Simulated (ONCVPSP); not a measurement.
**Pd, ONCV: configuration errors across variants**

```json
{
  "Element": "Pd (Z = 46)",
  "Generator": "ONCVPSP 4.0.1",
  "Type": "optimised norm-conserving Vanderbilt (ONCV)",
  "Functional": "PBE",
  "Relativity": "scalar-relativistic",
  "Frozen core": "[Ar] 3d10",
  "Valence charge": "18",
  "Reference configuration": "4s2 4p6 4d9 5s1",
  "Partial waves": "4s+5s: rc 1.50 bohr, ncon 4, nbas 7, qcut 7.7 1/bohr, 2 projectors; 4p: rc 1.00 bohr, ncon 4, nbas 8, qcut 9.5 1/bohr, 2 projectors, debl 1.5 Ha; 4d: rc 1.45 bohr, ncon 3, nbas 7, qcut 6.3 1/bohr, 2 projectors, debl 1.2 Ha",
  "Local potential": "polynomial inside 0.80 bohr (lpopt 5, dvloc0 0 Ha)",
  "Core correction": "Teter function fitted to the true core (icmod 2), fcfact 0.7"
}
```

In the p channel the program set the typed energies aside and used -2.002, 0.250 Ha.

All-electron excitation energies from the reference (eV): (1) 4s2 4p6 4d10 5s0 -1.501; (2) 4s2 4p6 4d9 5s0 7.615; (3) 4s2 4p6 4d8 5s0 28.433.

2 further variants failed, have other tests or too few solved ones, and are left out.

Errors AE − PS in meV (a dash: test not solved or not reliable):

| change | (1) | (2) | (3) | bound ghosts | GHOST(+) flags above zero |
| --- | --- | --- | --- | --- | --- |
| base | +2.2 | -1.7 | -9.9 | none | s, d |
| local potential polynomial inside 0.85 bohr (lpopt 5, dvloc0 0 Ha) | +2.2 | -1.7 | -9.8 | none | s, d |
| s: ncon 5, nbas 8 | +2.7 | -1.4 | -9.7 | none | s, d |
| s: qcut 5.9; p: qcut 7.2; d: qcut 4.8 | +8.8 | -2.2 | -21 | none | s, d |
| p: qcut 8.6 | +2.2 | -1.7 | -9.8 | none | s, d |
| local potential polynomial inside 0.80 bohr (lpopt 5, dvloc0 4.5 Ha) | +2.2 | -1.7 | -9.8 | none | s |
| s: rc 1.52 | +2.2 | -1.8 | -9.9 | none | s, d |
| s: nproj 3 | +2.2 | -1.7 | -9.8 | none | s, d |

Give the same row for: d: qcut 4.3.

+12, -1.5, -25; bound ghosts: none; GHOST(+) flags above zero: s, d.
